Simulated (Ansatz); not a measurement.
Consider the ligand exchange at a Ga–S bond: `[SiH3][S][GaH][SiH3]` + HCl → `[SiH3][GaH][Cl]` + `[SiH3]S`.

Gas-phase electronic energies from Ansatz, PBE0-D4/def2-TZVP geometries. CCSD(T)/CBS adds triple-zeta CCSD(T) − MP2 to the extrapolated MP2 energy (def2 sets, frozen cores). This one scheme is used for every species. DFT in def2-TZVPP. HSE06 is defined as in plane-wave codes. For Ga outer-core shells are correlated without core-valence functions, which leaves a few kJ/mol of doubt a bond. Scalar relativity is left out up to krypton. One conformer a species, not always the lowest.

| level | ΔE (kJ/mol) |
| --- | --- |
| HSE06-D4 | -18.8 |
| MP2/def2-QZVPP | -14.9 |

Problem. What does CCSD(T)/CBS give? (Estimate.)

Solution. Ansatz gave: -16.6 kJ/mol. The listed levels differ from it by -2.2, 1.7 kJ/mol.

Largest T1 diagnostic among the species: 0.013.

Leaving LDA and LC-ωPBE aside and taking each functional with its dispersion term where it has one, the values, not all of them listed here, spread over 10.0 kJ/mol, from CAM-B3LYP-D4 to revPBE-D4. LDA lies +6.9 kJ/mol from PBE without D4. At CCSD(T), def2-SVP lies −6.5 kJ/mol from the extrapolated value and def2-TZVPP −1.7 kJ/mol.
